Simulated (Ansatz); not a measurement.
Isolated molecules relaxed with PBE0-D4/def2-TZVP in Ansatz; ΔE leaves out vibrations. CCSD(T)/CBS is the MP2 limit (def2-TZVPP, def2-QZVPP) plus CCSD(T) − MP2 in def2-TZVPP, frozen cores. This one scheme is used for every species. DFT in def2-TZVPP. Elements past krypton have def2 core potentials. For Sn outer-core shells are correlated without core-valence functions, which leaves a few kJ/mol of doubt a bond. Each species was taken in one conformer, which may not be the lowest.

Consider the formal exchange of groups at the Si–C bond: `FC[SiH2][SnH2][F]` + CH₄ → `C[SiH2][SnH2][F]` + `CF`.

```csv
level,ΔE (kcal/mol)
ωB97M-V,-4.2
PBE,-3.8
SCS-MP2/def2-QZVPP,-5.3
CCSD/CBS(def2),-5.1
```

**Question.** What does CCSD(T)/CBS give? (Estimate.)

**Answer.** Ansatz gave: -4.9 kcal/mol. The listed levels differ from it by 0.7, 1.1, -0.4, -0.2 kcal/mol.

Largest T1 diagnostic among the species: 0.013.

From PBE to PBE0 (25 % exact exchange), in def2-TZVPP and without D4, ΔE moves by −0.9 kcal/mol.
